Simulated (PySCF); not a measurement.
AlBH3N2, BH3NSi, BH5NSi2, BH3NOSi and others (calculated)

Computed with PySCF 2.14.0. Calculation on a computer-drawn molecule: optimised geometry and harmonic frequencies of an isolated molecule of the commonest isotopes, restricted reference for singlets and unrestricted otherwise, frozen core in MP2.

(1) AlBH3N2

Start structure:
```xyz
7
AlBH3N2
N     -2.6424    -0.1085    -0.6137
B     -1.7784     0.2986     0.1992
N     -0.8340     0.5810     1.2331
Al     0.8172     1.3172     1.1409
H     -3.3131    -0.2191    -1.2354
H     -1.1741     0.2227     2.1505
H      2.1269     1.9830     0.9946
```

It was run with charge 1, multiplicity 1, method HF and basis cc-pV(D+d)Z.

Results for AlBH3N2: rotational constants 29.9, 2.973, 2.704 GHz; total energy -377.0461 hartree; convergence status largest gradient component 1.999e-05 hartree/bohr.

Drawn bonds:
```
atom  other atom  order
   1           2      2
   2           3      1
   3           4      1
   1           5      1
   3           6      1
   4           7      1
```

Optimised structure:
```xyz
7
AlBH3N2
N     -2.5188     0.0333    -0.6278
B     -1.8029     0.2254     0.3415
N     -0.8549     0.5164     1.3755
Al     0.6638     1.2689     1.0641
H     -3.1469    -0.1515    -1.3674
H     -1.1554     0.2419     2.2998
H      2.0173     1.9405     0.7834
```

Modes:
```
frequency (cm⁻¹)  reduced mass (dalton)
           99.57                   4.64
           373.7                  1.808
           403.8                  1.302
           440.9                  1.123
           485.1                  1.163
           526.4                  4.594
           535.4                  2.914
             637                  1.165
           818.9                  6.987
            1056                  3.018
            1283                  1.495
            2180                  1.134
            2189                  5.073
            3729                  1.075
            4053                  1.105
```

(2) AlBH3N2

Start structure:
```xyz
7
AlBH3N2
N     -2.5188     0.0333    -0.6278
B     -1.8029     0.2254     0.3415
N     -0.8549     0.5164     1.3755
Al     0.6638     1.2689     1.0641
H     -3.1469    -0.1515    -1.3674
H     -1.1554     0.2419     2.2998
H      2.0173     1.9405     0.7834
```

It was run with charge 1, multiplicity 1, method MP2 and basis cc-pV(D+d)Z.

Results for AlBH3N2: rotational constants 24.78, 3.093, 2.749 GHz; total energy -377.4976 hartree; convergence status largest gradient component 4.409e-05 hartree/bohr.

Drawn bonds:
```
atom  other atom  order
   1           2      2
   2           3      1
   3           4      1
   1           5      1
   3           6      1
   4           7      1
```

Optimised structure:
```xyz
7
AlBH3N2
N     -2.4678     0.0610    -0.6551
B     -1.7967     0.2220     0.3857
N     -0.8717     0.4952     1.4673
Al     0.6348     1.2567     1.0564
H     -3.0773    -0.1093    -1.4350
H     -1.1783     0.2161     2.4032
H      1.9591     1.9332     0.6466
```

Modes:
```
frequency (cm⁻¹)  reduced mass (dalton)
           64.07                  4.942
           298.4                  2.228
           367.5                  1.764
           382.5                  1.568
           433.2                  1.078
           447.4                    2.4
           471.6                  1.555
           571.5                  1.147
           804.1                  7.226
           985.9                  2.845
            1153                  1.525
            2025                  7.985
            2127                   1.05
            3575                  1.076
            3839                  1.104
```

(3) AlBH3N2

Start structure:
```xyz
7
AlBH3N2
N     -4.4537     0.8088    -0.7394
B     -3.4076     0.5282    -0.2823
N     -2.1191     0.1917     0.2359
Al    -1.3454    -1.1935     0.9955
H     -5.4551     0.9573    -1.1105
H     -1.5125     1.0647     0.2588
H     -1.8229    -1.8901     2.3219
```

Settings of this run: charge 0, multiplicity 2, method HF and basis cc-pV(D+d)Z.

Results for AlBH3N2: rotational constants 31.69, 2.791, 2.565 GHz; total energy -377.2981 hartree; spin squared 0.7545; convergence status largest gradient component 1.424e-05 hartree/bohr.

Drawn bonds:
```
atom  other atom  order
   1           2      2
   2           3      1
   3           4      1
   1           5      1
   3           6      1
   4           7      1
```

Optimised structure:
```xyz
7
AlBH3N2
N     -4.4562     0.6544    -0.5949
B     -3.2942     0.5241    -0.1986
N     -1.9745     0.3669     0.2586
Al    -1.3117    -0.9067     1.3474
H     -5.3837     0.7484    -0.9049
H     -1.3553     1.0779    -0.0916
H     -2.3407    -1.9978     1.8639
```

Modes:
```
frequency (cm⁻¹)  reduced mass (dalton)
           145.3                  4.658
           156.2                  1.529
           230.9                  1.265
           445.5                  1.824
           487.8                  1.651
             496                    1.3
           554.1                  2.807
           628.4                   1.78
           743.1                  3.178
            1058                  3.279
            1295                   1.49
            1938                  1.046
            2133                  8.133
            3775                  1.074
            4117                    1.1
```

(4) BH3NSi

Start structure:
```xyz
6
BH3NSi
N     -1.3838     2.8380    -1.8276
B     -0.9177     1.5596    -1.0114
Si     0.3249     1.0438     0.2515
H     -2.2158     2.4763    -2.5054
H      1.5299     0.2156     0.1520
H     -0.1069     1.4250     1.7989
```

It was run with charge -1, multiplicity 1, method HF and basis aug-cc-pV(D+d)Z.

The calculation gives: rotational constants 112, 4.052, 4.025 GHz; total energy -369.8206 hartree; convergence status largest gradient component 3.874e-05 hartree/bohr.

Drawn bonds:
```
atom  other atom  order
   1           2      2
   2           3      1
   1           4      1
   3           5      1
   3           6      1
```

Optimised structure:
```xyz
6
BH3NSi
N     -1.4957     2.3025    -1.8096
B     -0.6792     1.9454    -0.9293
Si     0.7536     1.5295     0.4749
H     -2.1795     2.5071    -2.4829
H      1.0465     0.1040     0.0009
H     -0.2151     1.1698     1.6040
```

Modes:
```
frequency (cm⁻¹)  reduced mass (dalton)
           205.3                  1.214
           285.8                  2.717
           310.9                  3.321
           357.3                  1.275
           469.1                  8.717
           709.5                  1.296
           746.2                  1.223
            1011                  1.046
            1899                  7.531
            2004                  1.046
            2027                  1.043
            4112                  1.095
```

(5) BH3NSi

Start structure:
```xyz
6
BH3NSi
N     -1.4957     2.3025    -1.8096
B     -0.6792     1.9454    -0.9293
Si     0.7536     1.5295     0.4749
H     -2.1795     2.5071    -2.4829
H      1.0465     0.1040     0.0009
H     -0.2151     1.1698     1.6040
```

It was run with charge -1, multiplicity 1, method MP2 and basis aug-cc-pV(D+d)Z.

It finds rotational constants 108, 4.058, 4.038 GHz; total energy -370.1933 hartree; convergence status largest gradient component 2.078e-05 hartree/bohr.

Drawn bonds:
```
atom  other atom  order
   1           2      2
   2           3      1
   1           4      1
   3           5      1
   3           6      1
```

Optimised structure:
```xyz
6
BH3NSi
N     -1.4355     2.4086    -1.8317
B     -0.6600     1.9435    -0.9128
Si     0.7555     1.5309     0.4753
H     -2.2217     2.4115    -2.4536
H      1.0237     0.1016    -0.0071
H     -0.2313     1.1622     1.5879
```

Modes:
```
frequency (cm⁻¹)  reduced mass (dalton)
           212.9                  1.312
           259.8                  3.362
           286.8                   2.66
           335.4                  1.154
             481                  7.728
           622.5                  1.348
           695.4                  1.206
           950.1                  1.046
            1718                  7.949
            2000                  1.046
            2008                  1.036
            3829                  1.093
```

(6) BH5NSi2

Start structure:
```xyz
9
BH5NSi2
N      1.2318    -1.6583    -0.6236
B      0.7658    -0.8072     0.1709
Si     0.0395     0.3911     1.5376
Si    -0.2792    -0.5092     3.6480
H      1.5768    -2.3578    -1.3030
H      0.9163     1.5685     1.7161
H     -1.2872     0.9230     1.0820
H     -1.2524    -1.5707     3.7845
H      0.9113    -0.9402     4.4095
```

It was run with charge 0, multiplicity 2, method HF and basis cc-pV(D+d)Z.

Results for BH5NSi2: rotational constants 8.901, 1.909, 1.632 GHz; total energy -659.8936 hartree; spin squared 0.7578; convergence status largest gradient component 3.486e-05 hartree/bohr.

Drawn bonds:
```
atom  other atom  order
   1           2      2
   2           3      1
   3           4      1
   1           5      1
   3           6      1
   3           7      1
   4           8      1
   4           9      1
```

Optimised structure:
```xyz
9
BH5NSi2
N      1.2063    -1.6749    -0.5606
B      0.7511    -0.8528     0.2313
Si     0.0090     0.4586     1.5574
Si    -0.2849    -0.5157     3.6856
H      1.5713    -2.3295    -1.2004
H      0.9429     1.6025     1.6721
H     -1.2981     0.9499     1.0638
H     -1.2644    -1.6289     3.6800
H      0.9894    -0.9700     4.2927
```

Modes:
```
frequency (cm⁻¹)  reduced mass (dalton)
           95.91                  5.196
           111.6                  1.085
           259.8                   2.23
           339.6                  4.273
           393.3                  1.182
           436.3                  7.695
           542.1                  5.968
           550.8                  1.232
             562                  1.225
           601.9                  1.296
           625.8                  1.365
           775.9                  1.087
           835.2                  1.164
           997.2                  1.063
            1008                  1.047
            2075                  7.712
            2293                  1.029
            2304                  1.052
            2312                   1.03
            2315                  1.053
            4082                  1.102
```

(7) BH3NOSi

Start structure:
```xyz
7
BH3NOSi
N     -2.2966    -0.0811    -2.1925
B     -1.2806    -0.1134    -1.5225
Si     0.3241    -0.0959    -0.4654
O      1.1696     1.2581    -0.4407
H     -3.0478    -0.1393    -2.7765
H      0.5672    -0.9484     0.7113
H      1.1584     1.8364     0.3018
```

It was run with charge 0, multiplicity 2, method HF and basis cc-pV(D+d)Z.

It finds rotational constants 20.66, 2.897, 2.571 GHz; total energy -444.6983 hartree; spin squared 0.7561; convergence status largest gradient component 3.261e-05 hartree/bohr.

Drawn bonds:
```
atom  other atom  order
   1           2      2
   2           3      1
   3           4      1
   1           5      1
   3           6      1
   4           7      1
```

Optimised structure:
```xyz
7
BH3NOSi
N     -2.2946    -0.1761    -2.2327
B     -1.2644    -0.1039    -1.5669
Si     0.4611    -0.0767    -0.5624
O      0.8376     1.4989    -0.2276
H     -3.1277    -0.2170    -2.7577
H      0.3739    -0.8919     0.6744
H      1.6084     1.6830     0.2884
```

Modes:
```
frequency (cm⁻¹)  reduced mass (dalton)
           153.4                  5.078
           210.7                   1.11
           282.8                  3.112
           391.9                  5.892
           538.9                  1.742
           542.5                  2.695
           570.8                  1.256
           696.5                  1.316
           813.7                  1.064
           866.9                  2.811
           940.1                  1.834
            2074                  7.629
            2280                  1.044
            4082                  1.103
            4170                  1.067
```

(8) BH3N2Si

Start structure:
```xyz
7
BH3N2Si
N     -0.7688    -2.4812    -1.0554
B     -1.7985    -1.8100    -0.9030
Si    -3.2129    -0.9267     0.1614
N     -4.2216    -0.1077    -1.0009
H     -0.0282    -3.1075    -1.2908
H     -4.0176    -0.0492    -2.0621
H     -4.9650     0.4433    -0.7173
```

It was run with charge 0, multiplicity 1, method HF and basis cc-pV(D+d)Z.

It finds rotational constants 17.61, 3.139, 2.664 GHz; total energy -424.2721 hartree; convergence status largest gradient component 1.998e-05 hartree/bohr.

Drawn bonds:
```
atom  other atom  order
   1           2      2
   2           3      1
   3           4      1
   1           5      1
   4           6      1
   4           7      1
```

Optimised structure:
```xyz
7
BH3N2Si
N     -0.9009    -2.4382    -1.1431
B     -1.8310    -1.8296    -0.6097
Si    -3.3564    -0.8436     0.3651
N     -4.0807    -0.1609    -1.0145
H     -0.1554    -2.9271    -1.5633
H     -3.7920    -0.2573    -1.9697
H     -4.8962     0.4177    -0.9329
```

Modes:
```
frequency (cm⁻¹)  reduced mass (dalton)
           142.6                  3.911
           245.3                  3.787
           412.7                  5.749
           502.8                  4.062
           521.3                  1.401
           567.5                  1.239
           594.8                  1.208
           631.4                  1.145
           875.4                  1.583
           916.8                  3.319
            1707                   1.12
            2043                  7.742
            3771                   1.05
            3868                  1.098
            4081                  1.102
```
